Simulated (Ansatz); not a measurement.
A run for Ansatz (an electronic-structure program): R-CCSD(T)/def2-TZVPPD on H3In (SMILES [InH3]), atoms moved off the minimum. Elements past Kr take the def2 small-core potentials; no spin–orbit coupling. Files ending in .json are basis or fitting sets from the Basis Set Exchange. The run froze 9 orbitals, filled d shells among them.

Ansatz 0.2 input:
```yaml
crystal:
  periodic: [false, false, false]
  atoms:
    - {symbol: In, position_ang: [-0.07702098, -0.09314921, 0.05288883]}
    - {symbol: H, position_ang: [0.53002228, -0.61978198, 1.45919815]}
    - {symbol: H, position_ang: [-0.49564326, 1.53554250, -0.16480038]}
    - {symbol: H, position_ang: [-0.48695661, -1.15204589, -1.17211777]}
basis:
  gaussian:
    orbitals: def2-TZVPPD.json
magnetization: {spin_polarized: false}
correlation: {method: ccsd_t, electrons: outside_noble_gas}
scf: {lower_state_search: off}
output: {forces: true}
```

The log:

```
WARN ansatz: RAYON_NUM_THREADS=1 ignored (pool sized by the plan → 1); use --threads N
Functional definition: HF
these checks for a lower state are left out or cut short: starts, cluster_reference, orbital_swaps, neighbouring_geometries, increment
integrals: 0.13 GiB planned
779 factors; integrals over basis functions are off by at most 6.7e-4 eV
mean field: 0.18 GiB planned
mean field evaluation 1: about -5194.4870 eV, gradient 9.6e0 eV
mean field evaluation 2: about -5194.4875 eV, gradient 9.6e0 eV
mean field evaluation 4: about -5194.8819 eV, gradient 1.3e0 eV
mean field evaluation 8: about -5194.8859 eV, gradient 7.7e-5 eV
mean field -5194.88587544 eV, -190.9085347024 hartree, gradient 8.5e-7 eV, S^2 0.000000; 0 other end points of the search recorded, 0 dependent functions left out
9 core orbitals not correlated
reference -5194.88587544 eV, -190.9085347024 hartree; 3, 3 occupied and 95, 95 virtual orbitals, 779 factors
densities: 0.56 GiB planned
second order -2.36409185 eV of doubles, -0.00000000 eV of singles
coupled cluster: 0.39 GiB planned
cycle   1  -2.76781810 eV  change   -4.0e-1 eV  update   5.0e-2
cycle   2  -2.94073385 eV  change   -1.7e-1 eV  update   1.8e-2
cycle   3  -2.94445404 eV  change   -3.7e-3 eV  update   3.4e-3
cycle   4  -2.94441491 eV  change    3.9e-5 eV  update   1.1e-3
cycle   5  -2.94424338 eV  change    1.7e-4 eV  update   3.2e-4
cycle   6  -2.94419243 eV  change    5.1e-5 eV  update   7.2e-5
cycle   7  -2.94420769 eV  change   -1.5e-5 eV  update   2.0e-5
cycle   8  -2.94421323 eV  change   -5.5e-6 eV  update   6.2e-6
perturbative correction -0.04030994 eV, -0.0014813630 hartree
the calculation of the forces begins
Total energy: -5197.87039861 eV, -191.0182139057 hartree
Atom 0 at    -0.077021    -0.093149     0.052889 Å, force    -0.547391     0.592515    -0.714580 eV/Å
Atom 1 at     0.530022    -0.619782     1.459198 Å, force     0.833905    -0.625294     1.688129 eV/Å
Atom 2 at    -0.495643     1.535543    -0.164800 Å, force    -0.098253     0.784637    -0.100832 eV/Å
Atom 3 at    -0.486957    -1.152046    -1.172118 Å, force    -0.188261    -0.751858    -0.872716 eV/Å
Dipole moment:     0.070048    -0.020583     0.019902 e Å
Checks for a lower state left out: starts, cluster_reference, orbital_swaps, neighbouring_geometries, increment
```

The calculation finished and met its thresholds.

Cost: around 7 core-seconds (rough).
